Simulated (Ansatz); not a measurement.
Two shapes of singlet H₁₀.

Shape 1:

```xyz
10

H     1.3000    0.0000    0.0000
H     1.0517    0.7641    0.0000
H     0.4017    1.2364    0.0000
H    -0.4017    1.2364    0.0000
H    -1.0517    0.7641    0.0000
H    -1.3000    0.0000    0.0000
H    -1.0517   -0.7641    0.0000
H    -0.4017   -1.2364    0.0000
H     0.4017   -1.2364    0.0000
H     1.0517   -0.7641    0.0000
```

Shape 2:

```xyz
10

H     1.2610    0.0000    0.0000
H     1.0202    0.7412    0.0000
H     0.3897    1.1993    0.0000
H    -0.3897    1.1993    0.0000
H    -1.0202    0.7412    0.0000
H    -1.2610    0.0000    0.0000
H    -1.0202   -0.7412    0.0000
H    -0.3897   -1.1993    0.0000
H     0.3897   -1.1993    0.0000
H     1.0202   -0.7412    0.0000
```

Basis set: def2-SVP (spherical functions). All electrons are correlated. Charge 0, multiplicity 1.

Computed with Ansatz (development build ahead of 0.2.0); each method stands on the lowest determinant of its kind that the runs found.

Problem. Which shape is lower in energy, and by how much in each method?

Solution.

```json
{"method": "RHF", "E(2) − E(1) (eV)": "1.257"}
{"method": "RHF-MP2", "E(2) − E(1) (eV)": "1.261"}
```

Shape 1 is lower. Caution: no unrestricted run beside it, a lower state can exist.
